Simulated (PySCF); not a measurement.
## C5H4FS: g tensor and hyperfine couplings

Species: C5H4FS (doublet state).
Numbering: `[H]/[C:1]=[CH:2]\[C:3](=[C:4]=[S:5])[CH2:6][F:7]` (hydrogens: H8 on C1; H9 on C2; H10, H11 on C6)

Geometry (GFN2-xTB, Å), atoms numbered from 1 in this order:
```xyz
11
C5H4FS angstrom
C      0.0829    1.8844    0.8948
C      0.6562    1.1626   -0.0041
C      0.2665   -0.2349   -0.3667
C      0.9234   -0.8688   -1.2967
S      1.8049   -1.4870   -2.4236
C     -0.8947   -0.8058    0.4024
F     -1.1838   -2.0810    0.0082
H     -0.6816    1.9440    1.6269
H      1.4924    1.5344   -0.5806
H     -1.7973   -0.2025    0.2383
H     -0.6635   -0.8428    1.4751
```

The hyperfine couplings belong to this conformer and change with its torsions.

Method: UKS B3LYP, pcH-1 on C F H S, non-relativistic, mean-field spin-orbit, GIAO in PySCF. Isolated species at its GFN2-xTB geometry (one conformer only). The geometry wasn't refined by DFT: couplings that depend on bond lengths, twists or pyramidal angles can differ widely from those at the functional's own minimum. The SCF solution wasn't tested for stability.

```
g1, g2, g3                      : 2.00197, 2.00251, 2.00316
g_iso                           : 2.00255
Form of g                       : rhombic: the two nearest values differ by 45 % of g3 − g1
⟨S²⟩                            : 0.7613 (exact 0.7500)
HOMO–LUMO gap, α and β orbitals : 3.64, 3.04 eV
```

Isotropic coupling and dipolar principal values T1 to T3, in MHz:

```
atom  isotope  a_iso  of which spin–orbit     T1     T2     T3  Mulliken spin population
  C1      13C  279.2                 -0.3  -83.2  -59.4  142.6                      1.04
  C2      13C   -9.8                  0.0  -16.6    2.3   14.3                     -0.16
  C3      13C   96.1                  0.1   -7.7   -3.4   11.1                      0.09
  C4      13C    3.4                  0.1   -6.9    1.2    5.7                     -0.03
  S5      33S    0.9                  0.1   -5.3   -1.2    6.6                      0.02
  C6      13C   -0.5                  0.0   -0.9   -0.6    1.5                     -0.01
  F7      19F    0.5                  0.0   -4.2   -2.9    7.2                      0.00
  H8       1H    3.6                  0.0  -34.0   -5.8   39.8                     -0.01
  H9       1H  134.6                  0.0   -6.2   -4.9   11.0                      0.05
 H10       1H    2.1                  0.0   -3.1   -2.4    5.5                      0.00
 H11       1H    2.1                  0.0   -3.1   -2.4    5.5                      0.00
```

The largest Mulliken spin populations are on C1 (+1.04), C2 (-0.16) and C3 (+0.09). C1 is the only atom above +0.15. The positive populations add up to 1.21 and the negative ones to -0.21, together 2S = 1.

Axes: g2 points within 6° of the C1–C2 bond.

Under fast tumbling the dipolar parts average out, and these isotropic splittings remain: 1 × 1H (H9, I = 1/2, 2 lines) with 4.80 mT, 1 × 1H (H8, I = 1/2, 2 lines) with 0.13 mT and 2 × 1H (H10/H11, I = 1/2, 3 lines) with 0.08 mT.

The 13C coupling of C1 (279.2 MHz) shows only in satellite lines or after enrichment, since that isotope makes up about 1.07 % of natural carbon.
